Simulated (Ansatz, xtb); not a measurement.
**C4H12BN: which of two isomers lies lower**

We compare a, `CCCB(C)N`, a singlet, with b, `CB(N)C(C)C`, a singlet. Both are isolated molecules in the gas phase, relaxed with PBE0-D3(BJ)/def2-SVP, each in the lowest conformer that the search found.

Quicker runs give these differences E(b) − E(a): GFN2-xTB +0.77 kcal/mol; HF/STO-3G +1.18 kcal/mol (at GFN2-xTB geometries); r2SCAN-D4/def2-SVP +1.07 kcal/mol (at GFN2-xTB geometries).

**Question.** Estimate E(b) − E(a) at the level CCSD(T)/def2-SVP + ΔMP2/def2-TZVPP.

**Answer.** Too close to call at this level: CCSD(T)/def2-SVP + ΔMP2/def2-TZVPP gives E(b) − E(a) = +0.67 kcal/mol.

Level by level:

```csv
level,geometry,E(b) − E(a) (kcal/mol),departure from the last row (kcal/mol),"job, with rough time for the two"
GFN2-xTB,GFN2-xTB,+0.77,+0.10,"optimisation, 0.36 s"
HF/STO-3G,GFN2-xTB,+1.18,+0.52,"single point, 0.34 s"
r2SCAN-D4/def2-SVP,GFN2-xTB,+1.07,+0.40,"single point, 3.5 s"
PBE0-D3(BJ)/def2-SVP,PBE0-D3(BJ)/def2-SVP,+1.22,+0.55,"optimisation, 48 s"
HF/def2-SVP,PBE0-D3(BJ)/def2-SVP,+1.62,+0.96,part of the CCSD(T) run
MP2/def2-SVP,PBE0-D3(BJ)/def2-SVP,+0.66,−0.01,part of the CCSD(T) run
CCSD(T)/def2-SVP,PBE0-D3(BJ)/def2-SVP,+0.78,+0.11,single point
CCSD(T)/def2-SVP + ΔMP2/def2-TZVPP,PBE0-D3(BJ)/def2-SVP,+0.67,,"single point, 65 s"
```

As drawn, both hold the same kinds of bond in the same numbers. Structure a has 2 methyl groups, b 3.

The largest departure from CCSD(T)/def2-SVP + ΔMP2/def2-TZVPP is that of HF/def2-SVP, 0.96 kcal/mol. The last row adds to CCSD(T) the change of the MP2 difference between the two basis sets, here −0.11 kcal/mol.

With thermal terms from frequencies at re-optimised GFN2-xTB minima (ideal gas, soft modes damped towards free rotors, one conformer each, 298.15 K, 1 atm): on the last row, ΔE + ΔZPE = +0.49, ΔH = +0.59, ΔG = +0.61 kcal/mol.

The correlated steps freeze 6 core orbitals. Run with Ansatz 0.2.0, xtb 6.7.1; the last row on 4 threads of Arm Neoverse V1 on a shared host.
